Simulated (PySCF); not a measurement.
A side-by-side comparison of computed properties.

First species: C4H7N.
Atom-mapped SMILES: `[CH:1]#[C:2][C@@H:3]([CH3:4])[NH2:5]` (hydrogens: H6 on C1; H7 on C3; H8, H9, H10 on C4; H11, H12 on N5)

Second species: PhCHFCH2OH, C8H9FO.
SMILES with atom numbers: `[OH:1][CH2:2][C@H:3]([F:4])[c:5]1[cH:6][cH:7][cH:8][cH:9][cH:10]1` (hydrogens: H11 on O1; H12, H13 on C2; H14 on C3; H15 on C6; H16 on C7; H17 on C8; H18 on C9; H19 on C10)

Structure used (PBE0-D3(BJ)/def2-SVP), in Å, numbered top down from 1:
```xyz
19
C8H9FO angstrom
O     -3.5933    0.3397    0.0295
C     -2.2933   -0.0609    0.3331
C     -1.2688    0.7139   -0.4788
F     -1.5908    0.5046   -1.8136
C      0.1420    0.2846   -0.2025
C      0.7667   -0.6618   -1.0180
C      2.0552   -1.1014   -0.7212
C      2.7265   -0.6038    0.3942
C      2.1063    0.3414    1.2108
C      0.8207    0.7857    0.9123
H     -3.6870    0.2639   -0.9276
H     -2.1254   -1.1425    0.1514
H     -2.1178    0.1198    1.4050
H     -1.3980    1.7926   -0.2830
H      0.2384   -1.0393   -1.8955
H      2.5391   -1.8376   -1.3679
H      3.7370   -0.9489    0.6254
H      2.6304    0.7410    2.0823
H      0.3420    1.5361    1.5487
```

Levels: CAM-B3LYP/def2-SVPD for dipole moment, HOMO energy, LUMO energy, HOMO–LUMO gap, static isotropic polarisability and electronic spatial extent ⟨r²⟩ about the centre of nuclear charge; TDDFT CAM-B3LYP/def2-SVPD for lowest singlet excitation; TDA CAM-B3LYP/def2-SVPD for lowest triplet excitation (Tamm–Dancoff); ΔSCF CAM-B3LYP/def2-SVPD for vertical ionisation energy; PBE0-D3(BJ)/def2-SVP for rotational constant A and rotational constant C. Geometries: PBE0-D3(BJ)/def2-SVP. All species are isolated and taken at one optimised geometry, non-relativistic unless stated; the electronic structure was computed with PySCF and density fitting.

The conformers computed, where there is a choice (atom-mapped SMILES and torsion angles):
- `[CH:1]#[C:2][C@@H:3]([CH3:4])[NH2:5]`: H–N5–C3–C2 56°, H–N5–C3–C2 173°
- `[OH:1][CH2:2][C@H:3]([F:4])[c:5]1[cH:6][cH:7][cH:8][cH:9][cH:10]1`: O1–C2–C3–F4 -57°, C2–C3–C5–C6 95°, H–O1–C2–C3 54°

Task: Which has the higher ⟨r²⟩?

Result: The second: 1658 bohr² against 464 bohr², a difference of 1194 bohr².

Task: Which of the two has the higher static isotropic polarisability, and by how much?

Result: The second: 96.9 au against 56.7 au, a difference of 40.2 au.

Task: Which of the two has the higher T1 energy, and by how much?

Result: The first: 5.35 eV against 4.06 eV, a difference of 1.29 eV.

Task: Which has the higher rotational constant A?

Result: The first: 8.557 GHz against 3.153 GHz, a difference of 5.404 GHz.

Task: Which of the two has the higher HOMO–LUMO gap, and by how much?

Result: The first: 9.80 eV against 9.06 eV, a difference of 0.74 eV.

Task: Which has the higher S1 energy?

Result: The first: 6.35 eV against 5.43 eV, a difference of 0.92 eV.

Task: Which of the two has the higher LUMO energy, and by how much?

Result: The first: 1.19 eV against 0.46 eV, a difference of 0.73 eV.

Task: Which of the two has the higher rotational constant C, and by how much?

Result: The first: 2.871 GHz against 0.682 GHz, a difference of 2.189 GHz.

On the first: In atomic units the dipole is 0.60 e·bohr (1 au = 2.5417 D). The principal polarisabilities are 46.3, 51.9 and 71.9 au; their mean is the isotropic value.

On the second: The vertical singlet–triplet gap S1 − T1 is 1.37 eV (TDDFT singlet less Tamm–Dancoff triplet; S1: HOMO→LUMO+1, weight 0.43, beside HOMO−1→LUMO, weight 0.40; T1: HOMO→LUMO, weight 0.46, beside HOMO−1→LUMO+1, weight 0.34).
